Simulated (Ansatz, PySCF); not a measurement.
Reaction (SMILES): Nc1ccsc1 [thiophen-3-amine] → Nc1[c]scc1 + H atom (the C-H bond at the site shown breaks; other sites are not compared here)
Structures are relaxed separately at B3LYP-D3(BJ)/def2-TZVP in Ansatz (a first-principles code), one conformer each, not searched for the lowest. Unstable Hartree-Fock reference: Nc1ccsc1. Markedly spin-contaminated UHF reference, which strains HF, MP2 and, less, CCSD(T): Nc1[c]scc1.
Geometry of the first species:
SMILES: Nc1ccsc1
```xyz
11

N     -2.0348    -1.2204     0.3367
C     -0.8331    -0.5416     0.1140
C      0.4311    -1.2084     0.0961
C      1.4777    -0.3509    -0.0665
S      0.9559     1.2775    -0.1913
C     -0.6975     0.8142    -0.0368
H     -2.8589    -0.7074     0.0634
H     -2.0530    -2.1567    -0.0386
H      0.5428    -2.2778     0.2097
H      2.5265    -0.5926    -0.1138
H     -1.4770     1.5578    -0.0571
```

Quantity: bond dissociation energy (0 K, with B3LYP-D3(BJ) harmonic zero-point energies from PySCF), in eV. Valence correlation only, unless marked. UHF or UKS for open shells. No spin-orbit coupling. No relativistic terms. CBS marks a two-point X^-3 extrapolation of the correlation energy; Hartree-Fock from the larger set.

```tsv
level	program	bond dissociation energy (eV)
revPBE-D3(BJ)/def2-TZVPD	Ansatz + dftd3	4.73
B3LYP-D3(BJ)/def2-TZVPD	Ansatz + dftd3	4.91
```

Question: Predict the CCSD(T)/CBS(cc-pV(T+d)Z,cc-pV(Q+d)Z) result (Ansatz).

Answer: 5.07 eV, so B3LYP-D3(BJ)/def2-TZVPD differs from it by -0.16 eV.
